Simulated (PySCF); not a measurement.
Correlation energy of Tl⁺ (thallium, charge +1)

[Xe] 4f14 5d10 6s2, closed-shell 1S. All numbers are calculated (PySCF 2.14, a scalar-relativistic core potential, in aug-cc-pVDZ-PP with ECP60MDF). Frozen: 5s2 5p6 5d10; 2 electrons correlated.

With two correlated electrons CCSD is exact within the correlated space (frozen core and kept virtual orbitals).

```
level  correlation energy (mhartree)
 CCSD                         -25.59
```

Diagnostics: T1 = 0.0022, D1 = 0.0031, largest double amplitude 0.074.

Question: Is a single reference adequate?

Answer: Mostly. T1 lies below 0.03, but a double amplitude of this size points to a near-degeneracy that CCSD handles and MP2 describes poorly.
